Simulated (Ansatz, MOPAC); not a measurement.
Molecule: BNH₅, net charge -1, singlet state. SMILES: [BH3-]N

Atoms: B1, N2, H3, H4, H5, H6, H7. Bonds: B1-N2, B1-H3, B1-H4, B1-H5, N2-H6, N2-H7.

Bond lengths (Å) and angles (degrees) optimised at PM3 with MOPAC; PM6 with MOPAC; PM7 with MOPAC; MNDO with MOPAC; HF/3-21G with Ansatz (a first-principles code); B3LYP/6-31G* with Ansatz, each started from the B3LYP-D3(BJ)/def2-TZVP structure (Ansatz) of the last column. A row stands for all coordinates that are equal there; 7 of 10 kinds are shown. 6-31G* holds six Cartesian d functions. No wavenumbers were computed at MNDO, so these may be saddle points.

```tsv
coordinate	PM3	PM6	PM7	MNDO	HF/3-21G	B3LYP/6-31G*	B3LYP-D3(BJ)/def2-TZVP
B1-N2	1.627	1.569	1.581	1.534	1.583	1.580	1.573
B1-H3	1.152	1.195	1.192	1.191	1.243	1.244	1.240
B1-H4	1.158	1.198	1.192	1.201	1.261	1.259	1.255
N2-H6	1.004	1.009	0.999	1.013	1.015	1.027	1.018
N2-B1-H3	109.5	109.0	113.1	110.2	109.4	109.0	109.4
N2-B1-H4	112.9	112.9	118.2	112.6	114.3	114.1	114.2
B1-N2-H6	108.8	105.3	109.4	107.2	112.0	107.1	109.7
```

Mean signed difference of all 6 bond lengths from B3LYP-D3(BJ)/def2-TZVP: PM3 -0.041 Å, PM6 -0.028 Å, PM7 -0.031 Å, MNDO -0.033 Å, HF/3-21G 0.003 Å, B3LYP/6-31G* 0.006 Å.
